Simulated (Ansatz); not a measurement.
The same atomization along the group F, Cl, Br.

Gas-phase electronic energies from Ansatz, PBE0-D4/def2-TZVP geometries. CBS: MP2 limit from def2 TZ/QZ plus the TZ coupled-cluster correction, frozen cores. Small cases extrapolate CCSD(T) itself. DFT in def2-TZVPP. B3LYP here is the variant with VWN-RPA as its local correlation; programs differ in this. Open shells (•) are unrestricted, without spin–orbit coupling. Spin–orbit coupling would lower the free atoms: a little for Cl, F, Si; clearly for Br. Bonds to Br are less sure, by a few kJ/mol each and by 10 to 20 or more in all where they break to atoms, as the def2 sets lack core-valence functions. Scalar relativity is left out up to krypton.

```tsv
reaction	CCSD(T)/CBS(def2) (kJ/mol)
`F[SiH]` → F• + H• + Si•	921
`[SiH]Cl` → Cl• + H• + Si•	?
`[SiH]Br` → Br• + H• + Si•	703
```

Question: Fill in the missing values. (An estimate is asked.)

Answer: Ansatz gave: `[SiH]Cl` → Cl• + H• + Si•: +751.4 kJ/mol.

Largest T1 diagnostic: 0.015, for `F[SiH]`.

Extrapolated directly: `F[SiH]` → F• + H• + Si•; `[SiH]Cl` → Cl• + H• + Si•.

For atomizations the MP2-based limit and the directly extrapolated one differ by several kJ/mol either way, and by 10 to 25 for some Ge, Se and Sn compounds, so smaller differences from it don't rank the levels.
